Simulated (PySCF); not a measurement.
**Titanium: a sound run and one with changed settings**

Sound run: Ti [Ar] 3d2 4s2, Ti⁺ [Ar] 3d2 4s1. All numbers are calculated (PySCF 2.14, scalar relativity by spin-free X2C-1e, in x2c-TZVPall (6s5p4d1f, 48 functions)). In the sound run the correlated levels freeze [Ar]. The sound run starts from symmetry-adapted Hartree-Fock orbitals and uses a fine grid where one is needed.

Changed run: initial guess minao, at most 50 SCF cycles, level shift 0.1 hartree.

```csv
species,method,sound run (hartree),changed run (hartree),converged
Ti,UHF,-852.73677,-852.73677,yes
Ti,LDA,-851.60300,-851.60400,no
Ti,BP86,-853.81703,-853.81703,no
Ti,MP2,-852.77249,-852.76672,yes
Ti⁺,UHF,-852.53239,-852.53239,yes
Ti⁺,LDA,-851.34790,-851.35563,no
Ti⁺,BP86,-853.56466,-853.57344,no
Ti⁺,MP2,-852.54136,-852.54076,yes
```

Ionisation energy of Ti:

| method | sound run (eV) | changed run (eV) |
| --- | --- | --- |
| UHF | 5.561 | 5.561 |
| MP2 | 6.289 | 6.149 |
| SCS-MP2 | 6.442 | 6.274 |

A level shift leaves the converged SCF energy unchanged but raises the virtual orbital energies, which shrinks MP2 if it is not removed.

For comparison, NIST gives 6.828 eV between the lowest levels.
